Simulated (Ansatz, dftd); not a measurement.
System: H$_{2}$SiOI, charge 0, doublet. H2SiOI (SMILES O[SiH]I, doublet).
B3LYP-D3(BJ)/def2-TZVP minimum from Ansatz (an electronic-structure program):
```
Si
O 1 1.6476
H 2 0.9621 1 118.52
H 1 1.4881 2 104.44 3 -168.40
I 1 2.4851 4 108.62 2 -119.20
```
Charge 0, spin multiplicity 2.

Quantity: atomisation energy (electronic, to ground-state atoms), in kcal/mol. Open shells are spin-unrestricted; no spin-orbit coupling. Correlated methods leave the cores frozen (noble-gas shells, and filled d and f shells in the p block). Past Kr the def2 sets carry scalar-relativistic core potentials. CBS(X,Y): correlation extrapolated as X^-3, Hartree-Fock from the larger set. A bracket is a step between two methods taken in the basis named. For partners of very few electrons the exact lower level stands in for a higher one. Spin-orbit terms, left out, reach several kcal/mol for Br and I, and more for heavier atoms.

| level | program | atomisation energy (kcal/mol) | difference against the last row |
|---|---|---|---|
| wB97X-V/def2-TZVPD | Ansatz | 355.4 | -1.8 |
| B2GP-PLYP-D3(BJ)/def2-TZVPD | Ansatz + dftd3 | 351.1 | -6.1 |
| MP2/def2-SVP | Ansatz | 326.3 | -30.9 |
| CCSD/def2-QZVPP | Ansatz | 343.6 | -13.6 |
| CCSDT(Q)/def2-SVP | Ansatz | 318.7 | -38.5 |
| CCSD(T)/CBS(def2-TZVPP,def2-QZVPP) + [CCSDT(Q) - CCSD(T)]/def2-SVP | Ansatz | 357.2 | 0.0 |
